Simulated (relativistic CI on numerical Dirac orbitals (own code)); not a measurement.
Radial Dirac CI calculation of Mg²⁺.

Command:

```sh
python run_levels.py task.json out
```

Input:

```
atom Mg  Z=12  charge=2  electrons=10
nucleus A=24  rms_radius_fm=3.0570
hamiltonian dirac-coulomb  breit=on  qed=on  c_scale=2
orbitals kli  potential=per-configuration
slater_scale 1
correlation none
mixing on
grid step=0.0125 r_max=34.3
scf mixing=0.1 start=green max_iterations=150 tolerance=2e-08 node_fill=0.05
configurations
  [He] 2s2 2p6
  [He] 2s2 2p5 3s
  [He] 2s2 2p5 3p
  [He] 2s2 2p5 3d
  [He] 2s2 2p4 3s2
end
```

Output:

```
SCF 1: [He] 2s2 2p6
 iter      energy (Ha)   residual   last orbital (Ha)
    1      -195.615704   1.25e+00     -5.60587
    2      -196.421124   1.08e+00     -5.19175
    3      -198.851856   1.15e-01     -2.88449
    4      -198.898077   9.22e-02     -3.18545
    5      -198.907766   8.16e-03     -2.97645
    6      -198.907902   2.77e-03     -2.99881
    7      -198.907902   3.22e-04     -2.99326
    8      -198.907903   2.08e-04     -2.99347
    9      -198.907905   4.62e-06     -2.99385
   10      -198.907905   1.69e-07     -2.99385
   11      -198.907905   2.41e-08     -2.99385
   12      -198.907905   4.05e-09     -2.99385
SCF 2: [He] 2s2 2p5 3s
 iter      energy (Ha)   residual   last orbital (Ha)
    1      -194.963018   1.09e+00     -1.35430
    2      -195.461300   9.39e-01     -1.29712
    3      -196.986442   7.07e-02     -1.00571
    4      -196.999338   3.65e-02     -1.02114
    5      -197.001564   1.82e-03     -0.97865
    6      -197.001536   1.85e-03     -0.98202
    7      -197.001535   5.43e-05     -0.98116
    8      -197.001535   5.09e-05     -0.98116
    9      -197.001535   1.87e-06     -0.98116
   10      -197.001535   3.90e-06     -0.98116
   11      -197.001535   1.94e-07     -0.98116
   12      -197.001535   5.03e-09     -0.98116
SCF 3: [He] 2s2 2p5 3p
 iter      energy (Ha)   residual   last orbital (Ha)
    1      -194.712792   1.10e+00     -1.10220
    2      -195.226034   9.51e-01     -1.04598
    3      -196.767583   7.38e-02     -0.78520
    4      -196.780271   2.68e-02     -0.79586
      ... 20 steps not shown
SCF 5: [He] 2s2 2p4 3s2
 iter      energy (Ha)   residual   last orbital (Ha)
    1      -193.435621   8.23e-01     -1.35430
    2      -193.708458   7.18e-01     -1.31162
    3      -194.553461   3.40e-02     -1.08223
    4      -194.553853   2.09e-02     -1.08652
    5      -194.555043   1.78e-03     -1.07936
    6      -194.555039   1.28e-03     -1.07941
    7      -194.555052   5.33e-05     -1.07892
    8      -194.555052   8.51e-06     -1.07896
    9      -194.555052   4.00e-07     -1.07898
   10      -194.555052   2.82e-07     -1.07898
   11      -194.555052   7.18e-09     -1.07898
orbital energies (Ha): 1s -47.4145  2s -4.2243  2p1/2 -2.9965  2p3/2 -2.9939
configuration averages (Ha): Dirac-Coulomb, Breit, QED
  2p6                           -198.907905    0.007921    0.019143
  2p5 3s                        -197.001535    0.007767    0.019298
  2p5 3p                        -196.782978    0.007760    0.019234
  2p5 3d                        -196.530638    0.007743    0.019239
  2p4 3s2                       -194.555052    0.007579    0.019490
levels: no., configuration, term, J, E (cm-1), weight
   1 2p6                    1S   0                0.0  1.00
   2 2p5 3s                 3P*  2           416841.3  1.00
   3 2p5 3s                 3P*  1           417193.9  1.00
   4 2p5 3s                 3P*  0           417390.2  1.00
   5 2p5 3s                 1P*  1           422412.0  1.00
   6 2p5 3p                 3S   1           458446.0  1.00
   7 2p5 3p                 3D   3           464051.2  1.00
   8 2p5 3p                 3D   2           464276.3  0.99
   9 2p5 3p                 3D   1           464460.9  1.00
  10 2p5 3p                 1D   2           467243.8  0.96
  11 2p5 3p                 1P   1           467963.0  0.61
  12 2p5 3p                 3P   2           467985.3  0.97
  13 2p5 3p                 3P   0           468204.9  1.00
  14 2p5 3p                 3P   1           468243.0  0.61
lowest total energy -198.880993 Ha
end: converged
```

Against the reference input this run has: speed of light × 2, SCF mixing 0.1. The reference run ends at -199.095465 Ha with Breit and QED terms. With a changed speed of light or nuclear radius the levels are not those of the real ion, and the QED model is not rescaled.

With so few configurations and no correlation, terms lie too far apart (by 10 to 50 % or more near neutrality), their order can be wrong, and levels of other configurations are missing.

Run time about 0.13 s of CPU on one thread of Neoverse-V1 (shared host).
